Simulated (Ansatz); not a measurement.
`C#C[Si](Cl)(Cl)Cl` + H₂Te → `Cl[Si](Cl)(Cl)[TeH]` + `C#C`  (ligand exchange at the Si–C bond)

Isolated molecules relaxed with PBE0-D4/def2-TZVP in Ansatz; ΔE leaves out vibrations. CCSD(T)/CBS is the MP2 limit (def2-TZVPP, def2-QZVPP) plus CCSD(T) − MP2 in def2-TZVPP, frozen cores. This one scheme is used for every species. DFT in def2-TZVPP. def2 core potentials past Kr. For Te outer-core shells are correlated without core-valence functions, which leaves a few kJ/mol of doubt a bond.

```
     level  ΔE (kcal/mol)
r2SCAN0-D4           -4.4
    r2SCAN           -3.9
```

What does CCSD(T)/CBS give? (An estimate is asked.)

Ansatz gave: -5.4 kcal/mol. The listed levels differ from it by 1.0, 1.5 kcal/mol.

Largest T1 diagnostic among the species: 0.013.

In def2-TZVPP, CCSD(T) changes the Hartree–Fock value by −1.2 kcal/mol (the triples alone add −0.3 kcal/mol) and MP2 by −2.7 kcal/mol. The D4 term adds −1.4 kcal/mol with B3LYP and −0.7 kcal/mol with PBE0; it sums over pairs of atoms, weighted by their polarisabilities, and B3LYP, whose exchange is more repulsive, gets the larger term.

B3LYP here is the variant with VWN-RPA as its local correlation; programs differ in this.
